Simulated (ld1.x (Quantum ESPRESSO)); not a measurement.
## boron, TM: configuration errors across variants

```json
{
  "Element": "B",
  "Generator": "ld1.x (Quantum ESPRESSO) 7.5",
  "Type": "norm-conserving Troullier–Martins (Kleinman–Bylander form)",
  "Functional": "BLYP",
  "Relativity": "scalar-relativistic",
  "Frozen core": "[He]",
  "Valence charge": "3",
  "Reference configuration": "2s1 2p2",
  "Partial waves": "2s (bound): rc 1.35 bohr; 2p (bound): rc 3.40 bohr; 3d channel at 0.35 Ry: rc 3.20 bohr",
  "Local potential": "all-electron potential smoothed inside 1.15 bohr (lloc = -2)",
  "Core correction": "a·sin(br)/r model core inside 1.30 bohr"
}
```

All-electron excitation energies from the reference (eV): (1) 2s2 2p1 -5.783; (2) 2s2 2p0 2.390; (3) 2s1 2p0 27.740; (4) 2s2 2p0.5 -2.926; (5) 2s0 2p3 5.815; (6) 2s1 2p1 8.442; (7) 2s2 2p1.3 -6.500.

3 further variants failed, have other tests or another functional or relativity, and are left out.

Errors AE − PS in meV (a dash: test not solved or not reliable):

```csv
change,(1),(2),(3),(4),(5),(6),(7),bound ghosts
base,-20,+243,+775,+50,-19,+75,-35,none
core correction a·sin(br)/r model core inside 1.02 bohr,-22,+243,+799,+48,-19,+78,-37,none
wave 3d channel at 0.35 Ry: rc 3.20 bohr becomes 3d channel at 0.61 Ry: rc 3.20 bohr,-20,+243,+775,+50,-19,+75,-35,none
"all radii but the core radius scaled by about 1.26 (s 1.70, p 4.28, d 4.02 bohr); local potential all-electron potential smoothed inside 1.44 bohr (lloc = -2)",-45,+539,+1603,+122,-27,+195,-82,none
local potential the s channel,-20,+242,+773,+50,-19,+74,-35,none
wave 3d channel at 0.35 Ry: rc 3.20 bohr becomes 3d channel at 0.35 Ry: rc 2.70 bohr,-20,+243,+775,+50,-19,+75,-35,none
wave 2p (bound): rc 3.40 bohr becomes 2p (bound): rc 3.84 bohr,-31,+367,+1124,+80,-24,+123,-55,none
```

Question: Give the same row for: local potential all-electron potential smoothed inside 3.76 bohr (lloc = -2).

Answer: -21, +234, +748, +48, -19, +53, -40; bound ghosts: none.
